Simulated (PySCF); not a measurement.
**Cost against result**

Saddle point of CH$_{7}$BrSi, singlet (CH₆Si ([CH3][SiH3]) + HBr → CH₅BrSi ([CH3][SiH2][Br]) + H₂; bonds formed: Si1–Br7, H2–H6; bonds broken: Si1–H2, H6–Br7), PBE0-D4/def2-TZVP structure:

Si1  (-0.409, 0.061, -0.575)
H2  (0.911, 0.739, -1.468)
H3  (-0.306, -0.883, -1.737)
H4  (-1.670, 0.792, -0.782)
C5  (-0.008, -0.934, 0.931)
H6  (0.867, 1.328, -0.825)
Br7  (0.351, 2.303, 0.772)
H8  (-0.373, -1.956, 0.795)
H9  (-0.440, -0.479, 1.821)
H10  (1.075, -0.970, 1.067)
(Å)

Barriers are electronic and count from the start structure reached by relaxing down the imaginary mode.

PySCF 2.14 with density fitting (its default auxiliary sets; JK sets also for MP2 and CCSD(T)); basis: as named in each row; cores frozen in the correlated methods. Filled d shells of the heavier atoms are correlated. The def2 sets are not built for correlating such inner shells, so the correlated values are less sure here. B3LYP uses VWN-RPA correlation. Extrapolation: Hartree–Fock as exp(−7.88 √X), correlation as X^−2.97.

Times are rough, for one single point on 4 threads of a shared host (AMD EPYC).

The estimate by CCSD(T) at an estimated basis limit (MP2 extrapolated from triple and quadruple zeta, plus CCSD(T) − MP2 in triple zeta) is 33.91 kcal/mol.

| method | basis | time (s) | barrier (kcal/mol) | method less estimate |
| --- | --- | --- | --- | --- |
| HF | STO-3G | 2 | 96.92 | 63.01 |
| B3LYP-D4 | 6-31G | 9 | 43.41 | 9.50 |
| PBE0-D4 | def2-SVP | 12 | 33.38 | -0.53 |
| PBE-D4 | def2-SVP | 13 | 30.40 | -3.50 |
| SPW92 | def2-TZVPP | 15 | 22.63 | -11.28 |
| MP2 | def2-QZVPP | 17 | 32.79 | -1.12 |
| PBE0-D4 | def2-TZVPP | 20 | 30.22 | -3.69 |
| B3LYP-D4 | def2-TZVPP | 20 | 33.23 | -0.68 |
| BHLYP-D4 | def2-TZVPP | 20 | 36.22 | 2.31 |
| PBE-D4 | def2-TZVPP | 21 | 27.39 | -6.52 |
| r2SCAN-D4 | def2-TZVPP | 41 | 29.21 | -4.70 |
| CCSD(T) | def2-SVP | 100 | 44.06 | 10.16 |
| wB97M-V | def2-TZVPP | 470 | 33.55 | -0.36 |
| CCSD(T) | def2-TZVPP | 1100 | 37.10 | 3.19 |

All methods are single points on the PBE0-D4 structures.

No T1 diagnostic of these runs exceeds 0.010.

Labels in which every atom is bracketed show which atoms are joined, not bond orders.
